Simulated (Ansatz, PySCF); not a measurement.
Molecule: C3H6S (charge 0, singlet). SMILES: C1CSC1
Coordinates optimised at B3LYP-D3(BJ)/def2-TZVP (Ansatz, an electronic-structure program):
```xyz
10

C      0.0008     1.3184     0.2509
C     -1.1480     0.2936     0.2181
S     -0.0008    -1.0285    -0.3774
C      1.1487     0.2927     0.2156
H      0.0020     1.9898     1.1112
H      0.0000     1.9219    -0.6563
H     -1.9694     0.5086    -0.4615
H     -1.5445     0.0509     1.2035
H      1.9688     0.5071    -0.4659
H      1.5473     0.0497     1.2000
```

Wanted: atomisation energy (electronic, to ground-state atoms), in eV. Cores are frozen in the correlated levels unless marked. UHF or UKS for open shells. No spin-orbit coupling. Non-relativistic. The coupled-cluster limit lacks core correlation, which all-electron functionals hold. CBS(X,Y): correlation extrapolated as X^-3; Hartree-Fock from the larger set. [CCSD(T)-MP2]/basis is that difference in the basis named.

| level | program | atomisation energy (eV) |
|---|---|---|
| revPBE-D4/def2-TZVPD | Ansatz + dftd4 | 39.92 |
| revPBE/def2-TZVPD | Ansatz | 39.22 |
| r2SCAN-D3(BJ)/def2-TZVPD | Ansatz + dftd3 | 39.92 |
| PBE0/def2-TZVPD | Ansatz | ? |
| TPSSh/def2-TZVPD | PySCF | 39.93 |
| r2SCAN0-D4/def2-TZVPD | Ansatz + dftd4 | 39.48 |
| M06-2X/def2-TZVPD | PySCF | ? |
| CAM-B3LYP/def2-TZVPD | Ansatz | ? |
| LC-wPBE-D4/def2-TZVPD | Ansatz + dftd4 | 40.01 |
| RPA@PBE/cc-pV(Q+d)Z | Ansatz | ? |
| SCS-MP2/aug-cc-pV(T+d)Z | Ansatz | 39.41 |
| CCSD/STO-3G | Ansatz | 41.71 |
| RI-MP2/CBS(aug-cc-pV(T+d)Z,aug-cc-pV(Q+d)Z)+[CCSD(T)-MP2]/aug-cc-pV(T+d)Z | Ansatz | 39.84 |

### Question
Fill in the missing entries.

### Answer

- PBE0/def2-TZVPD, atomisation energy (eV): 40.06
- M06-2X/def2-TZVPD, atomisation energy (eV): 39.79
- CAM-B3LYP/def2-TZVPD, atomisation energy (eV): 39.66
- RPA@PBE/cc-pV(Q+d)Z, atomisation energy (eV): 37.69
